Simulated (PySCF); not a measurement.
SMILES COC(=O)[SiH2][SiH2]N at its GFN2-xTB optimised geometry (Å):

```
16

C      1.3930     1.6040     0.0065
O      0.7393     0.3396     0.0000
C     -0.6013     0.3396     0.0000
O     -1.2606     1.3517     0.0000
Si    -1.2801    -1.4386    -0.0993
Si    -1.7479    -1.8798    -2.3187
N     -2.1452    -3.5578    -2.3678
H      1.3178     2.0585     0.9963
H      0.9269     2.2692    -0.7233
H      2.4335     1.4179    -0.2476
H     -2.4335    -1.4617     0.8066
H     -0.2357    -2.2692     0.5176
H     -2.9444    -1.2336    -2.8658
H     -0.6339    -1.5012    -3.2174
H     -2.5179    -3.9490    -3.2178
H     -1.5366    -4.2290    -1.9287
```

Method: PBE/def2-TZVP (PySCF).

Map of the electrostatic potential (hartree/e), clipped to [-0.08, 0.12] on the plane z = 0.8 Å:

```
|::::::::::::::-------------|
|::::::::::::::-------------|
|:::::::...::::-------------|
|:::::.......::---=====-----|
|::::........::-==++====----|
|:::...     ..:-+#@#+====---|
|::...       .:=%@@@#+====--|
|::...    ....-+@@@@@+====--|
|::...   :**--=*@@@@@*+===--|
|::...   +@@#++#@@@@@*+===--|
|::...  .=@@@@%%@@@@#+====--|
|:::.....-#@@@@@@@@#+====---|
|:::::.::=%@@@@@@@*==-------|
|::::::-=+%@@@@@@*-:--------|
|::::--=+%@@@@%+=:.:::------|
|:::-=+#@@@@@@*=:...::------|
|::--*@@@@@@@@*=::.:::------|
|::-=@@@@@@@@@#=-:::::------|
|::-=#@@@@@@@@@*-:::::------|
|::--+%@@@@@@@@@=--:--------|
|::---=+#@@@@@@@=-----------|
|::----=+***%@@*=-----------|
|::-----=====++=------------|
|--------==-----------------|
|---------------------------|
|---------------------------|
|---------------------------|
```
Scale: ten equal steps from -0.060 (start of ' ') to 0.120 (end of '@'), in the order ' .:-=+*#%@'; x runs from -4.50 to 4.50, y from -4.50 (bottom) to 4.50 (top).
